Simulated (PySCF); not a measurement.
## Rh+: what the settings change

The free ion Rh+ in its d8 configuration. Only this configuration is treated; at so low a charge one with s electrons may lie lower or mix in.

Method (PySCF 2.14, density fitting): CASSCF(8,5) with orbitals averaged over all microstates of the shell, strongly contracted NEVPT2 on the averaged canonical orbitals; basis x2c-TZVPall; spin-free X2C; gas phase; spin-orbit coupling by state interaction with the mean-field operator over all roots.

Base run: NEVPT2 ground state 3F, next 1D at 9282, then 3P at 10420 cm⁻¹, B(NEVPT2) 696, ζ 1143 cm⁻¹, μeff(300 K) 5.60 μB.

Task: What happens with the bare-nucleus spin-orbit operator, which lacks the electrons' screening?

Result: NEVPT2 ground state 3F, next 1D at 9282, then 3P at 10420 cm⁻¹, B(NEVPT2) 696, ζ 1599 cm⁻¹, μeff(300 K) 5.59 μB.
